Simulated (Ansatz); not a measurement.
Basis-set extrapolation for C$_{3}$H$_{7}$NSi, SMILES `C[SiH2]C1C=N1` (PBE0-D4/def2-TZVP geometry, frozen core, the Gaussian-basis code of Ansatz). Multiplicity 1, RHF reference.

|  | def2-TZVPP | def2-QZVPP |
| --- | --- | --- |
| HF | -461.059182 | -461.076015 |
| MP2 correlation | -0.820719 | -0.874467 |
| CCSD(T) correlation | -0.901624 | not run |

Energies in hartree. Use E(X) = E(∞) + A·exp(−7.88·√X) for Hartree–Fock and E(X) = E(∞) + B·X^(−2.97) for correlation, with X = 3 and 4, and add CCSD(T) minus MP2 of the smaller set to the MP2 limit.

Task: What is the CCSD(T) energy at the basis-set limit?

Result: HF limit: -461.076015 + (-0.016833) × 0.13774 = -461.07833. MP2 limit: -0.874467 + (-0.053748) × 0.74074 = -0.91428. Higher-order term: -0.901624 − (-0.820719) = -0.08091. Total: -462.07352 hartree, 295.9 kJ/mol below CCSD(T)/def2-TZVPP.
